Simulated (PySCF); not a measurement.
**Copper: a sound run and one with changed settings**

Sound run: Cu+ [Ar] 3d10, Cu(2+) [Ar] 3d9. Calculation: PySCF 2.14, in 6-31G*; the non-relativistic Hamiltonian (point nucleus). The sound run starts from symmetry-adapted Hartree-Fock orbitals and uses a fine grid where one is needed.

A second run was set up differently.

| species | method | sound run (hartree) | changed run (hartree) | converged |
| --- | --- | --- | --- | --- |
| Cu+ | UHF | -1638.35038 | -1638.35031 | no |
| Cu+ | M06-L | -1639.79296 | -1638.01715 | no |
| Cu+ | MN15 | -1640.07935 | -1638.37465 | no |
| Cu(2+) | UHF | -1637.78888 | -1637.74747 | no |
| Cu(2+) | M06-L | -1639.14866 | -1637.39219 | no |
| Cu(2+) | MN15 | -1639.42282 | -1637.74775 | no |

What was changed?
A. too few SCF iterations
B. level shift left on
C. a valence shell is frozen
D. angular grid far too coarse

A. It used initial guess minao, at most 2 SCF cycles. The SCF was stopped early; the energies are upper bounds that still move, and correlated levels were skipped or rest on poor orbitals.
